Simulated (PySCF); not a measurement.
B3H6N3, SMILES B1NBNBN1. Atoms are numbered in the order given.

```xyz
12

B      1.4488     0.0000     0.0000
N      0.7046     1.2204     0.0000
B     -0.7244     1.2547     0.0000
N     -1.4092     0.0000     0.0000
B     -0.7244    -1.2547     0.0000
N      0.7046    -1.2204     0.0000
H      2.6559     0.0000     0.0000
H      1.2111     2.0977     0.0000
H     -1.3280     2.3001     0.0000
H     -2.4222     0.0000     0.0000
H     -1.3280    -2.3001     0.0000
H      1.2111    -2.0977     0.0000
```
Charge 0, spin multiplicity 1.

Geometry optimised at B3LYP-D3(BJ)/def2-SVP.

The numbers are results of PBE0/def2-TZVP (PySCF), not measurements.

ESP charges are fitted to the potential on shells at 1.4 to 2.0 van der Waals radii. Atomic charges (e):

| atom | ESP fit | Löwdin | Mulliken |
|---|---|---|---|
| B1 | 0.44 | … | 0.09 |
| N2 | -0.62 | … | -0.33 |
| B3 | 0.43 | … | 0.09 |
| N4 | -0.61 | … | -0.33 |
| B5 | 0.43 | … | 0.09 |
| N6 | -0.62 | … | -0.33 |
| H7 | -0.14 | … | 0.01 |
| H8 | 0.32 | … | 0.23 |
| H9 | -0.13 | … | 0.01 |
| H10 | 0.32 | … | 0.23 |
| H11 | -0.13 | … | 0.01 |
| H12 | 0.32 | … | 0.23 |

**Question.** Fill in the missing entries. (An estimate is asked for; the answer gives what the named calculation found.)

**Answer.** 
- B1, Löwdin: -0.54
- N2, Löwdin: 0.26
- B3, Löwdin: -0.54
- N4, Löwdin: 0.26
- B5, Löwdin: -0.54
- N6, Löwdin: 0.26
- H7, Löwdin: 0.06
- H8, Löwdin: 0.22
- H9, Löwdin: 0.06
- H10, Löwdin: 0.22
- H11, Löwdin: 0.06
- H12, Löwdin: 0.22

**Question.** Give the Mayer and Wiberg (Löwdin basis) orders of the bonds. (An estimate is asked for; the answer gives what the named calculation found.)

**Answer.** 
```
bond    Mayer  Wiberg
------  -----  ------
B1–N2    1.22    1.53
N2–B3    1.22    1.53
B3–N4    1.22    1.53
N4–B5    1.22    1.53
B1–N6    1.22    1.53
B5–N6    1.22    1.53
B1–H7    0.97    0.88
N2–H8    0.92    0.80
B3–H9    0.97    0.88
N4–H10   0.92    0.80
B5–H11   0.97    0.88
N6–H12   0.92    0.80
```
